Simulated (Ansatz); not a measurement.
Nb(Me)5 (C5H15Nb), SMILES [CH3][Nb]([CH3])([CH3])([CH3])[CH3], multiplicity 1. Atoms are numbered in the order given.

```xyz
21

Nb     0.0360    -0.0455    -0.1018
C      1.4172    -0.3346     1.5605
H      1.1038     0.1248     2.5109
H      2.3919     0.0942     1.2656
H      1.5518    -1.4191     1.7192
C     -1.8944     0.9455    -0.3151
H     -1.7926     1.7126    -1.1039
H     -2.2729     1.4288     0.5990
H     -2.6349     0.1996    -0.6535
C      0.6941     2.0185     0.1454
H      1.7983     2.0319     0.1207
H      0.3560     2.5048     1.0737
H      0.3229     2.6025    -0.7155
C      0.7243    -0.9459    -1.9321
H     -0.1287    -1.2760    -2.5549
H      1.3572    -1.8293    -1.7241
H      1.3232    -0.2302    -2.5267
C     -1.1706    -1.4074     1.0996
H     -0.5580    -2.2988     1.3240
H     -2.0344    -1.7276     0.4902
H     -1.5440    -0.9894     2.0474
```
Charge 0, spin multiplicity 1.

Geometry: B3LYP-D3(BJ)/def2-SVP. The multiplicity is an assumed one; other spin states were not compared. The def2 effective core potentials stand for the cores of Nb; spin–orbit coupling is left out.

Two levels are set side by side: PBE-D3(BJ)/def2-SVP (Ansatz, an electronic-structure program) and B3LYP-D3(BJ)/def2-SVP (Ansatz). Each level has its own optimised geometry; the coordinates shown are those of the second. Differences are taken from unrounded values.

```
quantity              B3LYP-D3(BJ)
--------------------  ------------
mean bond length (Å)         1.372
bond Nb1–C2 (Å)              2.181
bond Nb1–C6 (Å)              2.180
bond Nb1–C10 (Å)             2.180
bond Nb1–C14 (Å)             2.153
bond Nb1–C18 (Å)             2.180
bond C2–H3 (Å)               1.101
bond C2–H4 (Å)               1.105
bond C2–H5 (Å)               1.104
bond C6–H7 (Å)               1.105
bond C6–H8 (Å)               1.101
bond C6–H9 (Å)               1.104
bond C10–H11 (Å)             1.105
bond C10–H12 (Å)             1.101
bond C10–H13 (Å)             1.105
bond C14–H15 (Å)             1.106
bond C14–H16 (Å)             1.106
```

**Question.** What does PBE-D3(BJ) give, and how far is it from B3LYP-D3(BJ)? (An estimate is asked for; the answer gives what the named calculation found.)

**Answer.** 
```tsv
quantity	PBE-D3(BJ)	PBE-D3(BJ) minus B3LYP-D3(BJ)
mean bond length (Å)	1.377	0.005
bond Nb1–C2 (Å)	2.177	-0.003
bond Nb1–C6 (Å)	2.177	-0.003
bond Nb1–C10 (Å)	2.177	-0.003
bond Nb1–C14 (Å)	2.150	-0.003
bond Nb1–C18 (Å)	2.177	-0.003
bond C2–H3 (Å)	1.109	0.007
bond C2–H4 (Å)	1.113	0.008
bond C2–H5 (Å)	1.112	0.008
bond C6–H7 (Å)	1.113	0.008
bond C6–H8 (Å)	1.109	0.007
bond C6–H9 (Å)	1.112	0.008
bond C10–H11 (Å)	1.113	0.008
bond C10–H12 (Å)	1.108	0.007
bond C10–H13 (Å)	1.113	0.008
bond C14–H15 (Å)	1.114	0.007
bond C14–H16 (Å)	1.114	0.007
```

GGA bonds tend to be longer and softer than those of functionals with exact exchange. Differences between two approximate levels are no errors against the true value.
